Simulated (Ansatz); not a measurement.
Mg₂F₅⁻, relaxed as a singlet with RKS PBE-D4/def2-SVPD in Ansatz, starting from the GFN1-xTB geometry. Force threshold 0.02 eV/Å.

The structure comes from a short search, and lower isomers may exist.

Start:

```xyz
7

Mg   -1.1913   -0.7335    0.4561
Mg    1.0315    0.6049   -0.3738
F    -2.6306   -1.5213    0.9372
F     2.7350    0.6048   -0.1084
F     0.0675   -1.1470   -0.7234
F     0.1766    1.6855   -1.4219
F    -0.1886    0.5066    1.2343
```

**Question.** Estimate the energy that the relaxation releases and the steps that it takes.

**Answer.** 110.5 kJ/mol, in 12 steps; 14 s on 4 threads of Arm Neoverse V2 on a shared host. No frequencies were taken in this run, so the end may be a saddle point.

**Question.** Does the start keep its bonding?

**Answer.** Bonds formed: Mg1–F6 (atoms count from 1). The end is the same structure that another start reached, the lowest one found.

**Question.** Predict the relaxed structure.

**Answer.** 
| atom | x (Å) | y (Å) | z (Å) |
| --- | --- | --- | --- |
| Mg1 | -1.196 | -0.416 | 0.186 |
| Mg2 | 1.194 | 0.421 | -0.190 |
| F3 | -2.895 | -1.023 | 0.463 |
| F4 | 2.904 | 1.007 | -0.447 |
| F5 | 0.394 | -1.359 | -0.520 |
| F6 | -0.519 | 1.050 | -0.960 |
| F7 | 0.118 | 0.321 | 1.468 |
Bond lengths (bridged metal pairs left out): 8 × F–Mg 1.83 to 1.98 Å.
